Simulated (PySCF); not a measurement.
NMR data simulated for an unnamed compound:

¹H NMR (500 MHz, computed): δ 5.31 (m, 2H), 4.25 (s, 3H), 2.08 (t, 2H), 2.02 (s, 3H), 1.15 (m, 2H), 1.03 (m, 3H).

¹³C{¹H} NMR (computed): δ 160.0 (C), 130.4 (C), 85.4 (CH2), 41.8 (CH2), 28.4 (CH3), 28.0 (CH2), 17.1 (CH3).

One conformer, relativity neglected, isolated molecule, one averaged value for each set of equivalent atoms. GFN2-xTB geometry; NMR shieldings at PBE0/pcSseg-1/GIAO; PySCF 2.14.0 with density-fitted response routines.

Referencing at the same level of theory: TMS for ¹H, ¹³C.

Which of these does the molecule contain: a Si–H bond, an N-methyl group, a non-aromatic C=C double bond, a CH3CH2 unit, a heteroaromatic ring, a (CH3)2CH unit?

## Answers


- A Si–H bond: yes (δH 4.25 (s)).
- An N-methyl group: no.
- A non-aromatic C=C double bond: yes.
- A CH3CH2 unit: yes (δC 17.1, 28.0; δH 1.03 (m), 1.15 (m)).
- A heteroaromatic ring: no.
- A (CH3)2CH unit: no.

The data belong to `CCC/C(C)=C(/[SiH3])CF`, C$_{7}$H$_{15}$FSi; they needn't prove each group on their own.

Carbon signals by region: 1 in the far downfield region (above 160 ppm), 1 in the sp2 and nitrile region (100–160 ppm), 1 at 50–100 ppm, 4 below 50 ppm. Above 160 ppm: 160.0, fully substituted alkene carbon.

Splittings by ¹⁹F in the carbon and heteronuclear signals aren't shown, as no couplings were computed. Shifts are as computed. Against solution values, carbons near 30 ppm lie about +3 ppm off and those near 130 ppm about +5 ppm. Of 1309 compounds with measured shifts, 239 miss one by over three times the rms of a fit or turn the order of signals round; such compounds aren't used in these exercises. No couplings were computed; multiplicities are counted from neighbouring protons, with m where these are inequivalent, close in shift, in a saturated or five-membered ring or joined by F or P, and br s for small geminal =CH2 splittings.
